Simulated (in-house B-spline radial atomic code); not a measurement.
**RPA and G0W0 on PBEsol: the phosphorus ion P⁵⁺**

Configuration [He] 2s2 2p6, mean-field start PBEsol. Computed with an all-electron radial atomic-structure program (B-spline basis): all electrons, non-relativistic, point nucleus, each spin shell either full or empty, empty states to l = 9 with an (l + 1/2)⁻⁴ tail; G0W0 by contour deformation at full frequency.

Command:
```bash
python run_gw.py task.json out
```
Settings (radii: box in bohr, nucleus in fm):
```
Z                        15
electrons                10
configuration            [He] 2s2 2p6
hamiltonian              nr
method                   pbesol
lmax                     9
spin_polarised           False
box_radius               10.43
intervals                47
```

Cost of the run: 0.8 s on 1 thread of Arm Neoverse N1, on a shared host.

Energies (hartree):

```tsv
term	value
mean-field total	-334.03728
Hartree-Fock functional on these orbitals	-334.36280
direct second order	-0.67387
second-order exchange	0.23812
SOSEX correction	0.22301
```

**Question.** What is the RPA correlation energy, and what remains with SOSEX?

**Answer.** RPA gives -0.61371 hartree (-1.67 eV per electron); RPA + SOSEX gives -0.3907, and the second-order doubles -0.43576 hartree (no singles). SOSEX takes back 36 % of the RPA value.

Quasi-particle levels (eV):

```json
{"level": "2p", "occupied": "yes", "mean field": "-199.58", "Σx - vxc": "-23.12", "Σc": "?", "QP weight": "?", "G0W0": "?"}
{"level": "2s", "occupied": "yes", "mean field": "-247.60", "Σx - vxc": "-31.60", "Σc": "5.20", "QP weight": "0.958", "G0W0": "-273.99"}
{"level": "3s", "occupied": "no", "mean field": "-70.42", "Σx - vxc": "6.31", "Σc": "-0.64", "QP weight": "0.997", "G0W0": "-64.75"}
```

G0W0 = mean field + (Σx - vxc) + Σc, with Σc (partial-wave tail included) taken at the quasi-particle energy. Levels of low weight are left out.

**Question.** Where does G0W0 put 2p?

**Answer.** At -220.45 eV, with Σc = 2.25 eV and a quasi-particle weight of 0.972. The tabulated removal energy is 220.43 ± 0.005 eV (NIST, semi-empirical); the calculation leaves out relativity, Breit and QED terms, and what these don't explain is the method's own error.
